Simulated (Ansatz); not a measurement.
A nudged elastic band was laid between two geometries of CH4AlNS (8 atoms, charge 0, multiplicity 1).

These are results of RKS PBE/def2-SVP (Ansatz), not measurements.

```json
{
  "movable images": "9",
  "climbing image": "yes",
  "spring": "5.0 eV/Å²",
  "optimiser": "quadratic models (default)",
  "start path": "IDPP",
  "force threshold": "0.05 eV/Å",
  "iteration limit": "44",
  "end points": "relaxed"
}
```

First end point:

```xyz
8
Properties=species:S:1:pos:R:3
N -1.425 1.957 0.284
C -0.551 1.050 0.118
S -0.862 -0.740 0.104
Al 1.162 -1.560 -0.239
H -2.374 1.562 0.419
H 0.512 1.334 -0.039
H 2.359 -0.515 -0.388
H 1.271 -3.146 -0.314
```

Last end point:

```xyz
8
Properties=species:S:1:pos:R:3
N -0.584 0.341 -0.590
C -0.837 0.637 0.668
S 0.243 0.016 1.846
Al 1.041 -0.738 -0.300
H -1.215 0.701 -1.313
H -1.705 1.261 0.967
H 2.365 0.020 -0.780
H 0.785 -2.296 -0.553
```

(1) What changes between the two ends?

(2) What energy profile does the band end with?

(3) What is the geometry of the highest image?

## Answers

(1) Bonds formed: N1–Al4. The dihedral H5–N1–C2–S3 changes from 0 to 180° by way of a nearly straight angle H5–N1–C2 (up to 178°), not by a turn about the bond.

(2) It converged. The highest image is number 6 of 0 to 10, 90.5 kJ/mol above the first end and 203.0 kJ/mol above the last; the last end lies 112.5 kJ/mol below the first. The profile has 2 maxima (images 3, 6) with wells between them (image 5): this band takes more than one step, which may be the mechanism or a detour left from its start path. A vibrational analysis at the climbing image gives one clearly imaginary mode, 957i cm⁻¹: a first-order saddle point.

| image | path coordinate (Å) | energy (kJ/mol) | N1–Al4 (Å) | angle H5–N1–C2 (°) |
| --- | --- | --- | --- | --- |
| 0 | 0.00 | 0.0 | 4.40 | 112 |
| 1 | 0.91 | 2.9 | 4.32 | 112 |
| 2 | 1.83 | 8.1 | 4.11 | 111 |
| 3 | 2.74 | 10.7 | 3.85 | 112 |
| 4 | 3.66 | 8.9 | 3.63 | 112 |
| 5 | 4.57 | 6.6 | 3.50 | 112 |
| 6 | 5.49 | 90.5 | 3.34 | 178 |
| 7 | 6.25 | 1.3 | 2.90 | 116 |
| 8 | 7.02 | -32.4 | 2.38 | 114 |
| 9 | 7.79 | -92.9 | 2.04 | 116 |
| 10 | 8.55 | -112.5 | 1.97 | 118 |

(3) 
```xyz
8
Properties=species:S:1:pos:R:3:forces:R:3
N -0.946 1.244 -0.480 -0.02 -0.02 0.00
C -0.530 1.169 0.674 0.02 0.01 0.01
S 0.307 -0.292 1.505 0.00 0.00 -0.01
Al 0.892 -1.532 -0.224 -0.01 0.00 0.00
H -1.303 1.339 -1.411 0.01 0.02 0.00
H -0.597 1.970 1.455 0.00 0.00 0.01
H 0.756 -1.001 -1.723 -0.01 -0.01 0.00
H 1.513 -2.954 0.148 0.01 0.00 0.00
```

The run took 10 min on 1 CPU thread of a shared host.
